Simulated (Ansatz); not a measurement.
Program: Ansatz. Geometries: PBE0-D4/def2-TZVP. ΔE: electronic, gas phase. CBS: MP2 limit from def2 TZ/QZ plus the TZ coupled-cluster correction, frozen cores. Functionals use def2-TZVPP. B3LYP here is the variant with VWN-RPA as its local correlation; programs differ in this. Elements past krypton have def2 core potentials. For Zr outer-core shells are correlated without core-valence functions, which leaves a few kJ/mol of doubt a bond. One conformer a species, not always the lowest.

Reaction (substitution at a C–O bond): `C#[C][Zr]([OH])([F])[O]C` + `OC(O)Cl` → `COC(O)Cl` + `C#[C][Zr]([OH])([OH])[F]`

`C#[C][Zr]([OH])([F])[O]C`:

Cartesian coordinates in Å:
```
C -0.565 -2.882 1.642
C -0.719 -1.890 0.957
Zr -1.042 -0.083 -0.267
O -1.246 -0.612 -2.092
F -2.600 0.850 0.332
O 0.482 1.018 -0.022
C 1.594 1.852 0.045
H -0.430 -3.753 2.243
H -1.169 -0.734 -3.034
H 2.092 1.907 -0.928
H 1.296 2.861 0.344
H 2.306 1.466 0.780
```

`OC(O)Cl`:

```xyz
7

O     0.039   -0.094    1.215
C    -0.276   -0.189   -0.128
O     0.746    0.202   -0.951
Cl   -1.738    0.828   -0.347
H     0.805   -0.659    1.368
H    -0.558   -1.198   -0.434
H     0.982    1.110   -0.722
```

`COC(O)Cl`:

Z-matrix (Å, degrees):
```
C
O 1 1.417
H 1 1.088 2 106.5
H 1 1.096 2 110.9 3 -118.6
H 1 1.094 2 111.5 3 119.5
C 2 1.376 1 112.7 3 179.0
Cl 6 1.796 2 105.7 1 -165.9
O 6 1.369 2 113.8 1 71.6
H 6 1.094 2 112.4 1 -49.9
H 8 0.965 6 108.0 2 57.8
```

`C#[C][Zr]([OH])([OH])[F]`:

```xyz
9

C     0.329    0.314    2.695
C     0.303    0.157    1.491
Zr    0.301   -0.134   -0.693
O    -0.786   -1.650   -1.081
O    -0.370    1.459   -1.494
F     2.085   -0.452   -1.291
H     0.354    0.452    3.753
H    -1.410   -2.297   -1.395
H    -0.806    2.150   -1.984
```

(1) Is it downhill or uphill in electronic energy at CCSD(T)/CBS, and by how much? (Estimate.)

(2) What do these levels give: B3LYP-D4, revPBE, HF/def2-TZVPP, HF/def2-QZVPP, SCS-MP2/def2-QZVPP, MP2/CBS(def2)? (An estimate is asked.)

Largest T1 diagnostic among the species: 0.017.

Answers

(1) The calculation gave: Downhill: ΔE = -3.1 kJ/mol.

(2) Computed: B3LYP-D4 -0.4, revPBE 3.8, HF/def2-TZVPP -1.0, HF/def2-QZVPP -0.8, SCS-MP2/def2-QZVPP -1.8, MP2/CBS(def2) -3.5 kJ/mol.

Leaving LDA and LC-ωPBE aside and taking each functional with its dispersion term where it has one, the values, not all of them listed here, spread over 4.9 kJ/mol, from ωB97M-V to PBE-D4. LDA lies −4.1 kJ/mol from PBE without D4. From BLYP to BHLYP (50 % exact exchange), in def2-TZVPP and without D4, ΔE moves by −3.6 kJ/mol. At CCSD(T), def2-SVP lies +4.7 kJ/mol from the extrapolated value and def2-TZVPP +2.3 kJ/mol.
